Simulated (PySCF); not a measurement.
## Magnetic susceptibility: `C(=C)[C@]1(C(=O)O)C=C1Cl`, C₆H₅ClO₂

Geometry:
| atom | x (Å) | y (Å) | z (Å) |
| --- | --- | --- | --- |
| C1 | 1.848 | -1.266 | -0.553 |
| C2 | 1.098 | -0.196 | -0.757 |
| C3 | -0.106 | 0.147 | 0.032 |
| C4 | -0.767 | 1.429 | -0.337 |
| O5 | -0.420 | 2.164 | -1.225 |
| O6 | -1.831 | 1.698 | 0.441 |
| C7 | -0.262 | -0.341 | 1.479 |
| C8 | -0.993 | -0.953 | 0.603 |
| Cl9 | -2.096 | -2.107 | 0.137 |
| H10 | 1.624 | -1.976 | 0.226 |
| H11 | 2.714 | -1.471 | -1.156 |
| H12 | 1.328 | 0.512 | -1.540 |
| H13 | -2.230 | 2.537 | 0.164 |
| H14 | 0.092 | -0.178 | 2.464 |

The calculation used GIAO HF/pcSseg-1 magnetisability, rotational g tensor and spin-rotation constants, non-relativistic, gas phase (PySCF 2.14.0). Geometry: GFN2-xTB.

(1) How diamagnetic is it, and how anisotropic?

(2) Split it along the inertial axes a, b, c into diamagnetic and paramagnetic parts about the centre of mass, with the quadrupole moment.

(3) And the rotational g tensor?

## Answers

(1) Isotropic -1372 × 10⁻³⁰ J/T², or -82.6 × 10⁻⁶ cm³/mol; principal values -1566, -1422, -1130 × 10⁻³⁰ J/T², anisotropy 385 × 10⁻³⁰ J/T² (root of half the summed squared differences of the principal values). The susceptibility is in cgs units.

(2) 
| axis | χ (10⁻⁶ cm³/mol) | diamagnetic (10⁻⁶ cm³/mol) | paramagnetic (10⁻⁶ cm³/mol) | summed x² of all electrons (Å²) | quadrupole Θ (D Å) |
| --- | --- | --- | --- | --- | --- |
| a | -78.0 | -809.5 | 731.5 | 195.7 | -8.57 |
| b | -85.2 | -1022.1 | 936.9 | 145.6 | +6.59 |
| c | -84.8 | -1447.9 | 1363.1 | 45.2 | +1.99 |

Anisotropies 2χaa − χbb − χcc = +13.9 and 2χbb − χaa − χcc = -7.6 × 10⁻⁶ cm³/mol. Θ is traceless in Buckingham's convention.

(3) 
```csv
axis,rotational constant (GHz),g,nuclear part,electronic part
a,1.6983,-0.0163,0.5674,-0.5837
b,1.2005,-0.0125,0.5159,-0.5284
c,0.8418,-0.0079,0.5312,-0.5391
```
Asymmetric top; isotopes 12C, 35Cl, 1H, 16O; no vibrational averaging.
